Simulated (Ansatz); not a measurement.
System: dibromo(difluoro)germane, sum formula GeBr$_{2}$F$_{2}$, net charge 0, singlet state. 
Structure (B3LYP-D3(BJ)/def2-TZVP (Ansatz, a quantum-chemistry and plane-wave program) minimum search):
```xyz
5

F     -0.4292    -1.6167    -1.2833
Ge    -0.0696    -0.5553     0.0225
F      0.0303    -1.5652     1.4121
Br    -1.7864     0.9100     0.2872
Br     1.9526     0.4159    -0.3408
```
Charge 0, spin multiplicity 1.

Computed values are from Ansatz. Valence correlation only, unless marked. UHF or UKS for open shells. Spin-orbit coupling is left out. Frozen are the shells of the preceding noble gas and the d and f shells that filled before the atom's block. No relativistic terms. CBS marks a two-point X^-3 extrapolation of the correlation energy; Hartree-Fock from the larger set (for Q and 5 zeta extrapolated as (X+1)exp(-9√X)). The bracket is a focal-point correction in the basis named.

Problem. What is the total energy at CCSD(T)/CBS(cc-pVQZ,cc-pV5Z)?

Solution. -7420.6503 Eh.

Problem. What is the vertical electron affinity (to the doublet; negative means unbound) at RI-MP2/CBS(aug-cc-pVTZ,aug-cc-pVQZ)+[CCSD(T)-MP2]/aug-cc-pVTZ?

Solution. 0.55 eV.

Problem. What is the dipole moment at CCSD(T)/aug-cc-pVDZ?

Solution. 1.69 D.

Problem. What is the atomisation energy De at CCSD(T)/CBS(cc-pVQZ,cc-pV5Z)?

Solution. 382.1 kcal/mol.

Problem. What is the T1 diagnostic at CCSD/cc-pV5Z?

Solution. 0.011.
